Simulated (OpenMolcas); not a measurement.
Re2+.

- Program: OpenMolcas
- Method: CASSCF
- Basis: ANO-R1 [7s5p4d2f]
- Scalar Hamiltonian: X2C, finite nucleus
- Active space: 5 electrons in 5 orbitals (5d)
- State averaging: 2S+1 = 6 even, 1 root; 2S+1 = 4 even, 24 roots; 2S+1 = 2 even, 75 roots
- Spin-orbit coupling: state interaction with AMFI integrals over the reference wave functions, term energies averaged over their components

Levels without dynamic correlation, in cm⁻¹ above 5d⁵ ⁶S_5/2:

```tsv
Level	E
5d⁵ ⁴D_7/2 [74 %]	28132
5d⁵ ⁴G_7/2 [71 %]	22264
5d⁵ ²I_11/2	32006
5d⁵ ²S_1/2	49756
```

On this reference, MS-CASPT2, IPEA 0.25 Eh, imaginary shift 0.1 Eh (closed shells correlated: 5s 5p) puts 5d⁵ ⁴D_7/2 [74 %] at 24500 cm⁻¹.

Q: Estimate the other levels at that method by one scale factor, and say how well it serves.

A: The factor is 24500 / 28132 = 0.871. Scaled values beside those that MS-CASPT2 gives and measured ones (the list in Brasseur, Gamrath and Quinet, At. Data Nucl. Data Tables 157, 101636 (2024)):
| Level | Scaled | MS-CASPT2 | Miss (%) | Measured |
| --- | --- | --- | --- | --- |
| 5d⁵ ⁴G_7/2 [71 %] | 19392 | 19890 | -2.5 | 16890 |
| 5d⁵ ²I_11/2 | 27877 | 30050 | -7.2 | 26170 |
| 5d⁵ ²S_1/2 | 43337 | 43650 | -0.7 |  |
For these levels the scaled values miss MS-CASPT2 by up to 7.2 %, as correlation changes each term by its own factor, spin-orbit parts do not scale and CASPT2 has its own spread within terms. This holds within one configuration; levels of others move differently, and the target method has errors of its own against measurement.

CASPT2 breaks the degeneracy within a term, and the mean is taken; among the terms shown or strongly mixed into the levels shown the widest spread is 340 cm-1 (5d⁵ ⁴G, MS-CASPT2). Configurations with an s electron lie low in 5d ions of this charge, fall among these levels and mix in, so low-spin terms can stand far too high, up to twice their true height, and weights are not those of the real levels. Without dynamic correlation excited terms often stand tens of per cent too high (terms of higher spin than the ground term too low), and those without a measured partner can miss by more than the paired ones (holds for CASSCF). Some levels mix across a computed gap that differs much from the measured one, so their mixing is not that of the real levels (holds for CASSCF). Blocks of more than 70 roots (2S+1 = 2 even) ran without multistate coupling (holds for MS-CASPT2). Some terms miss by over 15 % even with CASPT2, which points to a basis or an active space too small for the shells correlated (holds for MS-CASPT2). Computed and measured levels are paired by configuration, term and J; levels that our copy of the source lacks, or whose pairing is in doubt (as where it misses far off the trend of its configuration), stay unpaired and out of the deviations. Only configurations of the active space appear.

A share in square brackets marks a mixed level and gives the weight of the term that names it, the lowest over the columns.
